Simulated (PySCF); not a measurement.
# N²⁺: ionisation energy

N²⁺ [He] 2s2 2p1 (2P) → N³⁺ [He] 2s2 (1S), as a difference of total energies. Computed with PySCF 2.14 in aug-cc-pVDZ, with no relativity, point nucleus. Correlated levels: valence: 1s2 frozen. The calculations carry no spin-orbit coupling.

```json
{"method": "UHF", "ionisation energy (eV)": "47.313"}
{"method": "MP2 (valence)", "ionisation energy (eV)": "47.307"}
{"method": "SCS-MP2 (valence)", "ionisation energy (eV)": "47.250"}
{"method": "CCSD (valence)", "ionisation energy (eV)": "47.039"}
{"method": "CCSD(T) (valence)", "ionisation energy (eV)": "47.054"}
{"method": "CCSDT (valence)", "ionisation energy (eV)": "47.059"}
{"method": "FCI (valence)", "ionisation energy (eV)": "47.059"}
```

**Question.** How much does correlation contribute at CCSD(T) (valence)?

**Answer.** 47.054 − (47.313) = -0.259 eV, measured against UHF.

A first-order spin-orbit estimate (lowest level to lowest level, LS coupling) adds 0.013 eV.

Errors of the correlated levels include the incompleteness of this basis and the frozen core.

The coupled-cluster amplitudes are large for N³⁺ (T1 above 0.03 or a double amplitude above 0.15), so a single reference is strained.

For comparison: 47.445 eV (semi-empirical (NIST evaluation); NIST Atomic Spectra Database, ionization energies).
